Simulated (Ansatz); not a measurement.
Cartesian coordinates in Å:
```
B -1.1169 0.1310 1.0981
N 0.1346 -0.1314 0.5421
Si 0.5290 0.0584 -1.2228
Zn -1.7944 0.6561 -0.8366
H -1.3963 0.0130 2.2528
H 0.8782 -0.4496 1.1593
H 1.7036 0.9835 -1.3040
H 1.0622 -1.2610 -1.6887
```

Charge 0, multiplicity 1.

(1) List the CAM-B3LYP/def2-TZVPP orbital energies in eV (Ansatz 0.2.0). (Best estimate.)

Answers

(1) Ansatz gave: Occupied: -9451.59, -1800.67, -1150.64, -1014.08, -1014.07, -1014.00, -391.51, -185.68, -145.19, -133.53, -100.56, -100.50, -100.48, -89.84, -89.81, -89.63, -25.58, -16.75, -16.61, -15.81, -15.59, -15.59, -15.57, -15.38, -13.38, -11.54, -11.41, -9.60, -9.28, -6.89. Lowest empty: -1.09, -0.28, 1.02, 1.42, 1.84, 2.49, 2.73, 3.37.
